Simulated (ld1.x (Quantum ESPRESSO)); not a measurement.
Scattering properties, PAW potential for V (Z = 23)

- Element: vanadium
- Generator: ld1.x (Quantum ESPRESSO) 7.5
- Type: PAW
- Functional: LDA (PZ)
- Relativity: scalar-relativistic
- Frozen core: [Ne]
- Valence charge: 13
- Reference configuration: 3s2 3p6 3d3 4s2 4p0
- Partial waves: 3s (bound): rcut 1.35, rcutus 1.65 bohr; 4s (bound): rcut 1.35, rcutus 1.65 bohr; 3p (bound): rcut 1.45, rcutus 1.75 bohr; 4p (bound, empty): rcut 1.45, rcutus 1.75 bohr; 3d (bound): rcut 1.60, rcutus 2.15 bohr; 3d channel at 3.6 Ry: rcut 1.60, rcutus 2.15 bohr
- Local potential: all-electron potential smoothed inside 1.65 bohr (lloc = -1)
- Core correction: a·sin(br)/r model core, default radius (core density twice the valence density)
- Augmentation charge: BESSEL, radius 1.40 bohr

The phase is arctan(r·u′/u) with u = r·R(r), unwrapped; energies in Ry, scanned from -7 to 5 Ry. A pole is an energy at which the radial function vanishes at the test radius. The pseudo phase is shifted by a multiple of π to meet the all-electron one at the reference energy, and phase errors are pseudo minus all-electron; the curves can meet again beyond the range given. Levels narrower than the energy grid can be missing from the lists of poles.

Question: For each channel, where are the poles, and over which energies does the pseudopotential scatter like the atom?

Answer:

```tsv
channel	radius (bohr)	reference energy (Ry)	poles, all-electron	poles, pseudo	unbroken range about the reference energy with phases within 0.05 rad	phase error 1 Ry above the reference energy (rad)
s	2.36	-0.36	-5.09, 3.25	-5.09, 3.28	the whole range	+0.001
p	2.36	-0.11	-3.13, 4.27	-3.13, 3.72	below 4.0	-0.015
d	2.36	-0.40	-0.04	-0.04	the whole range	-0.003
```

The ghost test of this file was not conclusive. Its overlap operator is not positive definite in a basis up to 400 Ry (lowest eigenvalue s -0.02), so the file is unfit for use: the generalised eigenproblem breaks down once the basis is large enough, and its test numbers describe a broken file.

Phases in the s channel:

```
E (Ry)  all-electron  pseudo
 -7.00         1.390   1.390
 -6.74         1.385   1.385
 -6.48         1.378   1.378
 -6.22         1.370   1.371
 -5.96         1.360   1.360
 -5.70         1.344   1.344
 -5.44         1.304   1.305
 -5.18         0.110   0.112
 -4.92        -1.710  -1.710
 -4.66        -1.753  -1.753
 -4.40        -1.772  -1.772
 -4.14        -1.787  -1.787
 -3.88        -1.800  -1.800
 -3.62        -1.813  -1.813
 -3.36        -1.827  -1.827
 -3.10        -1.843  -1.843
 -2.84        -1.860  -1.860
 -2.58        -1.880  -1.880
 -2.32        -1.904  -1.904
 -2.06        -1.933  -1.933
 -1.80        -1.969  -1.968
 -1.54        -2.014  -2.014
 -1.28        -2.075  -2.075
 -1.02        -2.159  -2.159
 -0.76        -2.281  -2.281
 -0.50        -2.470  -2.470
 -0.24        -2.769  -2.769
  0.02        -3.200  -3.200
  0.28        -3.655  -3.655
  0.54        -3.993  -3.993
  0.80        -4.209  -4.208
  1.06        -4.348  -4.346
  1.32        -4.441  -4.440
  1.58        -4.509  -4.508
  1.84        -4.560  -4.558
  2.10        -4.600  -4.598
  2.36        -4.632  -4.630
  2.62        -4.660  -4.658
  2.88        -4.683  -4.681
  3.14        -4.704  -4.702
  3.40        -4.723  -4.721
  3.66        -4.741  -4.738
  3.92        -4.758  -4.754
  4.18        -4.775  -4.770
  4.44        -4.791  -4.786
  4.70        -4.808  -4.801
  4.96        -4.826  -4.818
```
